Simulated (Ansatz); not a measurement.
AgCl, closed-shell singlet (the spin of the measured ground state), most abundant isotopes (106.9051 and 34.9689 u). Constants from fifth-degree fits in 1/R to seven points on the lowest solution found; no spin–orbit coupling, no relativity up to Kr; ω_e x_e and α_e move by some per cent with the fit.

Correlated levels freeze the inner cores; with def2 sets outer-core shells near the valence are correlated too.

The values were computed with Ansatz (an electronic-structure program).  In def2 rows elements past Kr take small-core potentials, without spin–orbit coupling.

Total energies (hartree; each atom in its lowest state at that level) and vibrational constants (cm⁻¹):

| level | E(AgCl) at r_e | E(Ag) | E(Cl) | ω_e | ω_e x_e |
|---|---|---|---|---|---|
| PBE/def2-TZVPP | -607.058527 | -146.983411 | -459.958430 | 330 | 1.3 |
| B3LYP/def2-TZVPP | -607.303819 | -147.029008 | -460.167005 | 326 | 1.2 |
| wB97M-V/def2-TZVPP | -607.147283 | -146.898773 | -460.125172 | 338 | 1.1 |
| CCSD(T)/def2-QZVPP | -606.655657 | -146.844454 | -459.695345 | 343 | 1.2 |

Work out D_e and D₀ in eV.


D_e = E(Ag) + E(Cl) − E(molecule), times 27.2114 eV; D₀ = D_e − (ω_e/2 − ω_e x_e/4)/8065.54.
- PBE/def2-TZVPP: D_e = 3.175, zero point 0.020, D₀ = 3.155 eV
- B3LYP/def2-TZVPP: D_e = 2.934, zero point 0.020, D₀ = 2.913 eV
- wB97M-V/def2-TZVPP: D_e = 3.356, zero point 0.021, D₀ = 3.335 eV
- CCSD(T)/def2-QZVPP: D_e = 3.153, zero point 0.021, D₀ = 3.131 eV
No counterpoise correction is made.
